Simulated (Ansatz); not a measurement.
`[F][Hf]([F])([F])[Br]` + `N=C=O` → `O=C=[N][Hf]([F])([F])[F]` + HBr at 600 K and 1 bar (ligand exchange at the Hf–Br bond).

Computed with Ansatz on PBE0-D4/def2-TZVP structures; ΔE is electronic, products minus reactants. CCSD(T)/CBS adds triple-zeta CCSD(T) − MP2 to the extrapolated MP2 energy (def2 sets, frozen cores). This one scheme is used for every species. def2 core potentials past Kr. For Br, Hf outer-core shells are correlated without core-valence functions, which leaves a few kJ/mol of doubt a bond. Scalar relativity is left out up to krypton. One conformer a species, not always the lowest.

```csv
species,CCSD(T)/CBS energy (Eh),H − E (kJ/mol),S (J/(mol·K))
`[F][Hf]([F])([F])[Br]`,-2920.92444,68.3,431.9
`N=C=O`,-168.51995,83.3,274.5
`O=C=[N][Hf]([F])([F])[F]`,-515.51547,114.1,484.6
HBr,-2573.91920,33.5,219.1
```

H − E and S are ideal-gas, rigid-rotor, harmonic terms from PBE0-D4/def2-TZVP, for one conformer and one mirror image of each species. 1 Eh = 2625.50 kJ/mol, R = 8.31446 J/(mol·K).

**Question.** By hand: ΔE, ΔH, ΔS and ΔG.

**Answer.** ΔE = (-515.51547) + (-2573.91920) − (-2920.92444) − (-168.51995) = 0.00972 Eh = 25.5 kJ/mol. Δ(H − E) = 114.1 + 33.5 − 68.3 − 83.3 = -4.0, so ΔH = 21.5 kJ/mol. ΔS = 484.6 + 219.1 − 431.9 − 274.5 = -2.7 J/(mol·K). ΔG = 21.5 − 600 × (-2.7)/1000 = 23.1 kJ/mol.

**Question.** By hand: the equilibrium constant, and the temperature at which ΔG would vanish if ΔH and ΔS stayed fixed.

**Answer.** log₁₀ K = −ΔG/(RT ln 10) = -2.0. ΔH and −TΔS have one sign here, so there is no such temperature.

The number of gas molecules stays the same, so ΔS is small and ΔH decides. A doubt of 5 kJ/mol in ΔE shifts log₁₀ K by 0.4 here. Other conformers and mirror images would add mixing entropy, several J/(mol·K) or more a flexible species. Modes under 60 cm⁻¹, often nearly free rotors, make the harmonic entropy too high. These are equilibria of isolated gas molecules and say nothing of rates. Largest T1 diagnostic: 0.018 (customary marks: 0.02 for closed shells, 0.045 for open ones).

ΔS is within the doubt of such terms, so its sign, and with it that verdict, could turn.
